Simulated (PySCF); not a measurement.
Computed shifts of a molecule C2H8N2OSi, PBE/pcSseg-1 (PySCF), GIAO, gas phase, equivalent atoms averaged, in ppm (number of nuclei): ¹³C: 177.7 (1), 31.9 (1). ¹⁵N: 391.8 (1), 42.6 (1). ²⁹Si: -46.9 (1). ¹H: 8.82 (1), 5.81 (1), 2.28 (3), 1.49 (1), 1.31 (2). References: ¹³C against TMS (σ = 182.0 ppm); ¹⁵N against NH3 (σ = 267.0 ppm); ²⁹Si against TMS (σ = 335.4 ppm); ¹⁷O against H2O (σ = 334.3 ppm); ¹H against TMS (σ = 31.49 ppm), references at their B3LYP-D3(BJ)/def2-TZVP geometries, non-relativistic. Geometry optimised at PBE0-D3(BJ)/def2-SVP. Other conformers were not sampled.

**Question.** Which structure fits?
A. CO/C=N/[SiH2]N
B. N[Si]1(N)COC1
C. N[Si]1(N)CCO1
D. C/C=N\[Si@H](N)O

**Answer.** D, C/C=N\[Si@H](N)O
